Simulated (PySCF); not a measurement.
A structure optimised at PBE-D3(BJ)/def2-TZVP, used in a PySCF frequency run:

```
S
F 1 1.6200
F 1 1.6200 2 99.39
```
Charge 0, spin multiplicity 1.

Question: Write its SMILES, formula and point group.

Answer: FSF, F₂S, C2v

Question: What are its rotational constants (standard atomic weights)?

Answer: 26.467, 8.7136, 6.5554 GHz
